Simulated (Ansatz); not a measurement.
**Molecular dynamics of Al₁₆HC**

The input (input.yaml):

```yaml
accuracy: low
crystal:
  lattice:
    - [5.727565, 0.0, 0.0]
    - [0.0, 5.727565, 0.0]
    - [0.0, 0.0, 21.075]
  atoms:
    - { symbol: Al, position: [0.25, 0.25, 0.0474496] }
    - { symbol: Al, position: [0.75, 0.25, 0.0474496] }
    - { symbol: Al, position: [0.25, 0.75, 0.0474496] }
    - { symbol: Al, position: [0.75, 0.75, 0.0474496] }
    - { symbol: Al, position: [0.0, 0.0, 0.143535] }
    - { symbol: Al, position: [0.5, 0.0, 0.143535] }
    - { symbol: Al, position: [0.0, 0.5, 0.143535] }
    - { symbol: Al, position: [0.5, 0.5, 0.143535] }
    - { symbol: Al, position: [0.25, 0.25, 0.2396204] }
    - { symbol: Al, position: [0.75, 0.25, 0.2396204] }
    - { symbol: Al, position: [0.25, 0.75, 0.2396204] }
    - { symbol: Al, position: [0.75, 0.75, 0.2396204] }
    - { symbol: Al, position: [0.0, 0.0, 0.3357058] }
    - { symbol: Al, position: [0.5, 0.0, 0.3357058] }
    - { symbol: Al, position: [0.0, 0.5, 0.3357058] }
    - { symbol: Al, position: [0.5, 0.5, 0.3357058] }
    - { symbol: C, position: [0.6698151, 0.3426868, 0.5106808] }
    - { symbol: H, position: [0.6682753, 0.334094, 0.5628753] }
basis:
  ecutwfc: 420.0
kpoints:
  mp_grid: { grid: [3, 3, 1] }
hamiltonian:
  xc: pbesol
scf:
  occupations: { method: fermi_dirac, width: 0.15 }
  lower_state_search: "off"
md:
  timestep: 0.5
  n_steps: 120
  ensemble: nve
  initial_velocities: zero
  seed: 604545
  initial_site_velocities:
    - { site: 16, velocity: [0.004164, 0.0, -0.01144] }
    - { site: 17, velocity: [0.004164, 0.0, -0.01144] }
  constraints: [{ sites: [0, 1, 2, 3] }]
```

Launched with:

```bash
$ ansatz run input.yaml --threads 1 --pin off --max-ram 3072MiB --backend cpu --events-out ev --progress --plain --runs-dir out
```

It starts from an unrelaxed structure (largest force component 1.41 eV/Å).

Output, in part (step lines):

```
md step     0: t =     0.00 fs  T =    55.3 K  F+E_penalty+E_count = -8644.26564259 eV  E_kin = 0.099993 eV  conserved = -8644.16564923 eV  (10 SCF iters)
md step     1: t =     0.50 fs  T =    57.3 K  F+E_penalty+E_count = -8644.26928275 eV  E_kin = 0.103604 eV  conserved = -8644.16567847 eV  (7 SCF iters)
md step     2: t =     1.00 fs  T =    60.6 K  F+E_penalty+E_count = -8644.27543598 eV  E_kin = 0.109681 eV  conserved = -8644.16575492 eV  (7 SCF iters)
md step     3: t =     1.50 fs  T =    64.7 K  F+E_penalty+E_count = -8644.28290184 eV  E_kin = 0.117052 eV  conserved = -8644.16585012 eV  (8 SCF iters)
md step     4: t =     2.00 fs  T =    68.7 K  F+E_penalty+E_count = -8644.29017214 eV  E_kin = 0.124240 eV  conserved = -8644.16593177 eV  (8 SCF iters)
md step     5: t =     2.50 fs  T =    71.8 K  F+E_penalty+E_count = -8644.29592669 eV  E_kin = 0.129949 eV  conserved = -8644.16597746 eV  (3 SCF iters)
md step     6: t =     3.00 fs  T =    73.7 K  F+E_penalty+E_count = -8644.29939901 eV  E_kin = 0.133420 eV  conserved = -8644.16597907 eV  (3 SCF iters)
md step     7: t =     3.50 fs  T =    74.4 K  F+E_penalty+E_count = -8644.30051443 eV  E_kin = 0.134573 eV  conserved = -8644.16594167 eV  (4 SCF iters)
[... lines left out ...]
md step   120: t =    60.00 fs  T =  1945.3 K  F+E_penalty+E_count = -8647.68611727 eV  E_kin = 3.520337 eV  conserved = -8644.16578042 eV  (7 SCF iters)
```

The steps, from the saved trajectory:

```csv
time (fs),T (K),potential energy less start (eV),conserved less start (meV/atom)
0.0,55,0.000,0.00
2.0,69,-0.025,-0.02
4.0,74,-0.034,-0.01
6.0,73,-0.033,0.00
8.0,88,-0.059,-0.01
10.0,99,-0.080,-0.02
12.0,100,-0.081,0.00
14.0,117,-0.113,-0.01
16.0,130,-0.136,-0.01
18.0,135,-0.144,0.00
20.0,154,-0.179,-0.01
22.0,174,-0.215,-0.02
24.0,182,-0.229,0.00
26.0,206,-0.272,-0.01
28.0,230,-0.316,-0.01
30.0,245,-0.343,0.00
32.0,275,-0.398,-0.01
34.0,313,-0.466,-0.02
36.0,341,-0.516,0.00
38.0,387,-0.600,-0.01
40.0,443,-0.701,-0.01
42.0,494,-0.795,0.00
44.0,569,-0.930,0.00
46.0,666,-1.105,-0.01
48.0,767,-1.288,0.00
50.0,897,-1.523,0.00
52.0,1055,-1.810,-0.01
54.0,1226,-2.118,0.01
56.0,1437,-2.500,0.01
58.0,1687,-2.954,-0.01
60.0,1945,-3.420,-0.01
```

All steps were run. The conserved energy stayed within 0.019 meV per atom of its start (net change -0.0073 meV per atom), so the integration is sound. A run of 0.06 ps of so small a system gives no equilibrium averages. Limits of this set-up: coarse k mesh, slab without dipole correction, odd electron count without spin, low accuracy level.

Mean squared displacements from the first frame to the last: Al 0.00 Å², C 3.07 Å², H 4.46 Å².

Last frame:

```xyz
18
Lattice="5.7276 0.0000 0.0000 0.0000 5.7276 0.0000 0.0000 0.0000 21.0750" Properties=species:S:1:pos:R:3
Al 1.432 1.432 1.000
Al 4.296 1.432 1.000
Al 1.432 4.296 1.000
Al 4.296 4.296 1.000
Al -0.004 0.000 2.958
Al 2.869 -0.001 2.960
Al 0.003 2.861 2.960
Al 2.862 2.862 2.964
Al 1.435 1.437 5.115
Al 4.290 1.436 5.128
Al 1.435 4.290 5.116
Al 4.293 4.298 5.116
Al -0.007 0.005 7.056
Al 2.872 0.015 7.092
Al -0.013 2.860 7.115
Al 2.887 2.841 7.210
C 4.103 1.949 9.032
H 3.499 2.396 9.832
```

Run time: 19 min on 1 thread of Arm Neoverse V1, on a shared host, peak memory 0.71 GiB.
